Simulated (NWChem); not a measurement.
System: BeHOI; SMILES [OH][Be][I]

Input file for NWChem:

```
start job
memory heap 200 mb stack 900 mb global 1100 mb
geometry units angstroms noautoz
  Be     0.025795     1.569629    -0.000000
  I     -0.033211    -0.612699     0.000000
  O      0.093137     2.974887     0.000000
  H     -0.344350     3.830562     0.000000
end
basis spherical
  Be library def2-svp
  I library def2-svp
  O library def2-svp
  H library def2-svp
end
ecp
  I library def2-ecp
end
dft
  xc xtpss03 ctpss03
  iterations 150
  mulliken
end
task dft energy
```

Geometry: optimised at PBE-D3(BJ)/def2-SVP. def2 effective core potentials on I; no spin-orbit coupling.

Give the results of this calculation. (TPSS/def2-SVP with def2 effective core potentials on I.) Quantities: energy (Ha); highest occupied level (eV); orbital gap (eV); dipole (D).


- energy (Ha) = -388.21
- highest occupied level (eV) = -6.60
- orbital gap (eV) = 5.81
- dipole (D) = 2.32
